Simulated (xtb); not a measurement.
Job for xtb: GFN2-xTB on H4O2 (a complex), monomers drawn apart or pushed together.

```
$ xtb mol.xyz --gfn 2 --sp --chrg 0 --uhf 0
6

O     -0.09233564     0.24595125     0.60454593
H      0.77791662     0.27314134     0.19175156
H     -0.55068712    -0.49808502     0.19858741
O      0.24901658    -0.33352176     3.22305436
H      0.08882146    -0.05746699     2.30636432
H     -0.14664945     0.35194932     3.76922372
```

It printed:

```
[...]
           -------------------------------------------------
          |                Calculation Setup                |
           -------------------------------------------------



molecular fragmentation (1/2 indicates fragments):
111222
# atoms in fragment 1/2:     3     3
 fragment masses (1/2) :       18.02       18.02
CMA distance (Bohr)    :   5.108
constraining FC (au)   :  0.0500

           -------------------------------------------------
          |                 G F N 2 - x T B                 |
           -------------------------------------------------

        Reference                      10.1021/acs.jctc.8b01176
      * Hamiltonian:
        H0-scaling (s, p, d)           1.850000    2.230000    2.230000
        zeta-weighting                 0.500000
      * Dispersion:
        s8                             2.700000
        a1                             0.520000
        a2                             5.000000
        s9                             5.000000
      * Repulsion:
        kExp                           1.500000    1.000000
        rExp                           1.000000
      * Coulomb:
        alpha                          2.000000
        third order                    shell-resolved
        anisotropic                    true
        a3                             3.000000
        a5                             4.000000
        cn-shift                       1.200000
        cn-exp                         4.000000
        max-rad                        5.000000


          ...................................................
          :                      SETUP                      :
          :.................................................:
          :  # basis functions                  12          :
          :  # atomic orbitals                  12          :
          :  # shells                            8          :
          :  # electrons                        16          :
          :  max. iterations                   250          :
          :  Hamiltonian                  GFN2-xTB          :
          :  restarted?                      false          :
          :  GBSA solvation                  false          :
          :  PC potential                    false          :
          :  electronic temp.          300.0000000     K    :
          :  accuracy                    1.0000000          :
          :  -> integral cutoff          0.2500000E+02      :
          :  -> integral neglect         0.1000000E-07      :
          :  -> SCF convergence          0.1000000E-05 Eh   :
          :  -> wf. convergence          0.1000000E-03 e    :
          :  Broyden damping             0.4000000          :
          :  net charge                          0          :
          :  unpaired electrons                  0          :
          ...................................................

 iter      E             dE          RMSdq      gap      omega  full diag
   1    -10.2107153 -0.102107E+02  0.415E+00   13.68       0.0  T
   2    -10.2130516 -0.233629E-02  0.241E+00   12.96       1.0  T
   3    -10.2135063 -0.454670E-03  0.361E-01   12.12       1.0  T
   4    -10.2136265 -0.120200E-03  0.798E-02   12.34       1.0  T
   5    -10.2136326 -0.616916E-05  0.385E-02   12.28       1.1  T
   6    -10.2136338 -0.114846E-05  0.272E-03   12.30      15.0  T
   7    -10.2136338 -0.764737E-08  0.772E-04   12.30      52.9  T
   8    -10.2136338  0.137533E-09  0.578E-04   12.30      70.6  T

   *** convergence criteria satisfied after 8 iterations ***

         #    Occupation            Energy/Eh            Energy/eV
      -------------------------------------------------------------
         1        2.0000           -0.7050457             -19.1853
         2        2.0000           -0.6480748             -17.6350
         3        2.0000           -0.5905674             -16.0702
         4        2.0000           -0.5515527             -15.0085
         5        2.0000           -0.5295039             -14.4085
         6        2.0000           -0.4893237             -13.3152
         7        2.0000           -0.4587411             -12.4830
         8        2.0000           -0.4133943             -11.2490 (HOMO)
         9                          0.0386793               1.0525 (LUMO)
        10                          0.1469428               3.9985
        11                          0.2179398               5.9304
        12                          0.3181248               8.6566
      -------------------------------------------------------------
                  HL-Gap            0.4520736 Eh           12.3015 eV
             Fermi-level           -0.1873575 Eh           -5.0983 eV

 SCC (total)                   0 d,  0 h,  0 min,  0.001 sec
 SCC setup                      ...        0 min,  0.000 sec (  4.520%)
 Dispersion                     ...        0 min,  0.000 sec (  1.720%)
 classical contributions        ...        0 min,  0.000 sec (  0.843%)
 integral evaluation            ...        0 min,  0.000 sec ( 10.692%)
 iterations                     ...        0 min,  0.001 sec ( 57.201%)
 molecular gradient             ...        0 min,  0.000 sec ( 18.082%)
 printout                       ...        0 min,  0.000 sec (  6.556%)

         :::::::::::::::::::::::::::::::::::::::::::::::::::::
         ::                     SUMMARY                     ::
         :::::::::::::::::::::::::::::::::::::::::::::::::::::
         :: total energy             -10.148252948563 Eh    ::
         :: gradient norm              0.013042749862 Eh/a0 ::
         :: HOMO-LUMO gap             12.301549128364 eV    ::
         ::.................................................::
         :: SCC energy               -10.213633765050 Eh    ::
         :: -> isotropic ES            0.064076297755 Eh    ::
         :: -> anisotropic ES         -0.002760812614 Eh    ::
         :: -> anisotropic XC         -0.001468104807 Eh    ::
         :: -> dispersion             -0.000817245406 Eh    ::
         :: repulsion energy           0.065380816487 Eh    ::
         :: add. restraining           0.000000000000 Eh    ::
         :: total charge               0.000000000000 e     ::
         :::::::::::::::::::::::::::::::::::::::::::::::::::::

           -------------------------------------------------
          |                Property Printout                |
           -------------------------------------------------

    * Orbital Energies and Occupations

         #    Occupation            Energy/Eh            Energy/eV
      -------------------------------------------------------------
         1        2.0000           -0.7050457             -19.1853
         2        2.0000           -0.6480748             -17.6350
         3        2.0000           -0.5905674             -16.0702
         4        2.0000           -0.5515527             -15.0085
         5        2.0000           -0.5295039             -14.4085
         6        2.0000           -0.4893237             -13.3152
         7        2.0000           -0.4587411             -12.4830
         8        2.0000           -0.4133943             -11.2490 (HOMO)
         9                          0.0386793               1.0525 (LUMO)
        10                          0.1469428               3.9985
        11                          0.2179398               5.9304
        12                          0.3181248               8.6566
      -------------------------------------------------------------
                  HL-Gap            0.4520736 Eh           12.3015 eV
             Fermi-level           -0.1873575 Eh           -5.0983 eV

     #   Z          covCN         q      C6AA      α(0)
     1   8 O        1.610    -0.560    24.241     6.645
Note: The following floating-point exceptions are signalling: IEEE_DENORMAL
normal termination of xtb
     2   1 H        0.805     0.297     0.729     1.341
     3   1 H        0.805     0.297     0.729     1.341
     4   8 O        1.609    -0.606    25.335     6.793
     5   1 H        0.804     0.305     0.708     1.321
     6   1 H        0.805     0.267     0.831     1.432

 Mol. C6AA /au·bohr⁶  :        178.739712
 Mol. C8AA /au·bohr⁸  :       3201.684146
 Mol. α(0) /au        :         18.873671


Wiberg/Mayer (AO) data.
largest (>0.10) Wiberg bond orders for each atom

 ---------------------------------------------------------------------------
     #   Z sym  total        # sym  WBO       # sym  WBO       # sym  WBO
 ---------------------------------------------------------------------------
     1   8 O    1.893 --     2 H    0.910     3 H    0.910
     2   1 H    0.912 --     1 O    0.910
     3   1 H    0.912 --     1 O    0.910
     4   8 O    1.814 --     6 H    0.929     5 H    0.858
     5   1 H    0.907 --     4 O    0.858
     6   1 H    0.929 --     4 O    0.929
 ---------------------------------------------------------------------------

Topologies differ in total number of bonds
Writing topology from bond orders to xtbtopo.mol

molecular dipole:
                 x           y           z       tot (Debye)
 q only:       -0.083       0.140      -0.886
   full:       -0.113       0.191      -1.131       2.929
molecular quadrupole (traceless):
                xx          xy          yy          xz          yz          zz
 q only:        2.706       1.031       1.596      -2.830       4.648      -4.302
  q+dip:        3.336       1.425       1.801      -3.925       6.475      -5.137
   full:        3.262       1.404       1.754      -4.021       6.639      -5.015


           -------------------------------------------------
          | TOTAL ENERGY              -10.148252948563 Eh   |
          | GRADIENT NORM               0.013042749862 Eh/α |
          | HOMO-LUMO GAP              12.301549128364 eV   |
           -------------------------------------------------

------------------------------------------------------------------------
------------------------------------------------------------------------
 total:
 SCF:
```

The run finished.

Cost: around 0.020 core-seconds (rough).
